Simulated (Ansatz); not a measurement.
Start from `F[SiH]1CO1` and change one atom or group to get `I[SiH]1CO1`.

Ansatz, PBE0-D4/def2-TZVP geometries, multiplicity 1. 

Elements past krypton have def2 core potentials.

```tsv
property	`F[SiH]1CO1`
HOMO energy (PBE0/def2-TZVPP) / eV	-8.01
LUMO energy (ωB97M-V/def2-TZVPP) / eV	1.74
LUMO energy (B3LYP/def2-TZVPP) / eV	-0.24
HOMO energy (ωB97M-V/def2-TZVPP) / eV	-10.28
size of the dipole moment (ωB97M-V/def2-TZVPP) / D	1.88
HOMO energy (B3LYP/def2-TZVPP) / eV	-7.78
```

Give the same properties after the change, and the shifts. (Estimate.)

Ansatz gave: 
| property | `I[SiH]1CO1` | shift |
| --- | --- | --- |
| HOMO energy (PBE0/def2-TZVPP) / eV | -7.60 | 0.41 |
| LUMO energy (ωB97M-V/def2-TZVPP) / eV | 1.03 | -0.71 |
| LUMO energy (B3LYP/def2-TZVPP) / eV | -1.03 | -0.79 |
| HOMO energy (ωB97M-V/def2-TZVPP) / eV | -9.75 | 0.53 |
| size of the dipole moment (ωB97M-V/def2-TZVPP) / D | 1.68 | -0.20 |
| HOMO energy (B3LYP/def2-TZVPP) / eV | -7.38 | 0.40 |

With PBE0 the HOMO rises by 0.41 eV and the LUMO falls by 0.82 eV, so the gap narrows by about 1.23 eV. PBE moves the HOMO by 0.25 eV and ωB97M-V by 0.53 eV. Dipoles are sizes alone; their direction can turn.

B3LYP here is the variant with VWN-RPA as its local correlation; programs differ in this.

Spin–orbit coupling is left out; it splits and shifts lone-pair levels of the heavy atoms by tenths of an eV.
